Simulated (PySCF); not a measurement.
Si(H)2(F)(OH) (FH3OSi), SMILES O[SiH2]F. Heavy atoms are numbered as in [SiH2:1]([OH:2])[F:3]. Hydrogens are named by the atom that carries them.

The structure is a stationary point at B3LYP-D3(BJ)/def2-TZVP. The geometry has at least one imaginary mode, so it is a saddle point at that level. One conformer was computed; it need not be the lowest.

Method: CAM-B3LYP/def2-TZVPD in PySCF.

Mulliken values depend strongly on the basis, most of all with diffuse functions as here. ESP charges are fitted to the potential on shells at 1.4 to 2.0 van der Waals radii. Atomic charges (e), one atom of each kind:

```csv
atom,Mulliken,ESP fit,IAO
Si1 (SiH2),0.54,0.79,1.35
O2 (OH),-0.42,-0.68,-0.82
F3,-0.28,-0.33,-0.55
H on Si1,-0.08,-0.11,-0.18
H on O2,0.31,0.44,0.38
```
